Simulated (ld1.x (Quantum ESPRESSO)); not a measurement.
# What one change does to a pseudopotential (platinum (Pt), TM)

```
Element                 : platinum (Pt)
Generator               : ld1.x (Quantum ESPRESSO) 7.5
Type                    : norm-conserving Troullier–Martins (Kleinman–Bylander form)
Functional              : LDA (PZ)
Relativity              : scalar-relativistic
Frozen core             : [Xe] 4f14
Valence charge          : 10
Reference configuration : 5d9.5 6s0.5 6p0
Partial waves           : 6s (bound): rc 2.05 bohr; 6p (bound, empty): rc 3.25 bohr; 5d (bound): rc 2.05 bohr
Local potential         : the d channel
Core correction         : none
```

Change: all radii scaled by about 1.40 (s 2.86, p 4.54, d 2.86 bohr).

Cutoffs: the cutoffs (Ry, on a coarse ladder) from which the occupation-weighted sum of valence levels, in a spherical-Bessel basis at the reference potential, stays within 10 and 1 mRy of its value at 400 Ry; they do not see the model core or the augmentation charge, which bear on the density cutoff. Errors are all-electron minus pseudo energies relative to the spin-unpolarised reference configuration.

Question: What does the change do?

Answer: The potential gets softer (40 Ry and 50 Ry → 30 Ry and 35 Ry); the bound ghosts move from p, s to s; the number of tests that count goes from 8 to 9; of the 8 tests that both files solve, the error grows in 2 and shrinks in 2 by more than 15 % and 0.3 meV (median size 27.0 → 25.4 meV). A larger radius leaves more room for a smooth pseudo-wave, so fewer plane waves are needed.

```csv
quantity,base,changed
"cutoff, loose",40 Ry,30 Ry
"cutoff, tight",50 Ry,35 Ry
loose cutoff by channel (10 mRy a level),"s 12 Ry, d 35 Ry","s 12 Ry, d 25 Ry"
bound ghosts,"s, p",s
"tests counted (converged, no solver errors)",8 of 9,9 of 9
"error for 5d9 6s1 6p0, meV [ΔE 0.09 eV]",-3.7,+1.9
"error for 5d9 6s0 6p0, meV [ΔE 9.63 eV]",+2.3,-12
"error for 5d8 6s0 6p0, meV [ΔE 29.89 eV]",-0.7,-76
"error for 5d8 6s1 6p0, meV [ΔE 11.50 eV]",-30,-27
"error for 5d6 6s0 6p0, meV [ΔE 108.35 eV]",-192,-174
"error for 5d8 6s2 6p0, meV [ΔE 1.02 eV]",-54,+11
"error for 5d9.5 6s0.5 6p0 (spin-polarised), meV [ΔE -0.09 eV]",+24,+24
"error for 5d9 6s1 6p0 (spin-polarised), meV [ΔE -0.29 eV]",+100,+104
```

Base: Tests not counted: 5d9 6s0 6p1 (solver errors, printed error -2.1 eV). A true bound ghost makes a file unfit for plane-wave use even where its test errors are small: the radial tests pick states by their node count and pass the ghost by. Where a test does run into it, the solver fails or the error is huge.
